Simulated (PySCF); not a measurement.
**Polarisability and C₆ of I²⁺ (iodine, charge +2)**

[Kr] 4d10 5s2 5p3, high-spin 4S determinant. Calculation: PySCF 2.14, in aug-cc-pwCVTZ-DK3 with one added diffuse shell each of s, p, d, f type (11s10p8d5f1g, 125 functions); the spin-free X2C one-electron Hamiltonian (Gaussian nucleus). Coupled (time-dependent) response in atomic units; α is the mean over directions.

| method | mean α (bohr³) | C₆ (like pair) | S(−4) |
| --- | --- | --- | --- |
| UHF | 14.01 | 98.61 | 39.27 |
| PBE | 13.78 | 96.56 | 36.96 |
| PBE0 | 13.73 | 96.18 | 36.57 |

S(−4) is the Cauchy moment in α(ω) = α(0) + S(−4) ω² + …

α(iu) at UHF:

```json
{"u (hartree)": "0", "α(iu) (bohr³)": "14.01"}
{"u (hartree)": "0.0500", "α(iu) (bohr³)": "13.91"}
{"u (hartree)": "0.100", "α(iu) (bohr³)": "13.63"}
{"u (hartree)": "0.200", "α(iu) (bohr³)": "12.63"}
{"u (hartree)": "0.300", "α(iu) (bohr³)": "11.29"}
{"u (hartree)": "0.500", "α(iu) (bohr³)": "8.568"}
{"u (hartree)": "0.750", "α(iu) (bohr³)": "6.019"}
{"u (hartree)": "1.00", "α(iu) (bohr³)": "4.406"}
{"u (hartree)": "1.50", "α(iu) (bohr³)": "2.708"}
{"u (hartree)": "2.00", "α(iu) (bohr³)": "1.893"}
{"u (hartree)": "3.00", "α(iu) (bohr³)": "1.129"}
{"u (hartree)": "5.00", "α(iu) (bohr³)": "0.5546"}
```

A single London oscillator, α(iu) = α/(1 + u²/ω²), gives C₆ = (3/4) ω α². Matching the computed C₆ needs ω = 4 × 98.61 / (3 × 14.01²) = 0.670 hartree.

For an ion, C₆ is the dispersion term alone; charge-induced terms of lower order in 1/R come first.
